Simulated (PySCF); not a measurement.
CH6N, SMILES C[NH3+], charge +1. Geometry: PBE0-D3(BJ)/def2-TZVP.

### Question
Give the equilibrium geometry at PBE0-D3(BJ)/def2-TZVP (PySCF confirms it by a frequency run) as Cartesian coordinates in Å, and its point group. (The exact figures need the calculation; the answer reports its results.)

### Answer
point group C3v.
```xyz
8

C      0.0000     0.0000    -0.7924
N      0.0000     0.0000     0.7045
H      0.0000    -1.0314    -1.1371
H      0.8932     0.5157    -1.1371
H     -0.8932     0.5157    -1.1371
H     -0.8243    -0.4759     1.0781
H      0.0000     0.9519     1.0781
H      0.8243    -0.4759     1.0781
```
Charge +1, spin multiplicity 1.
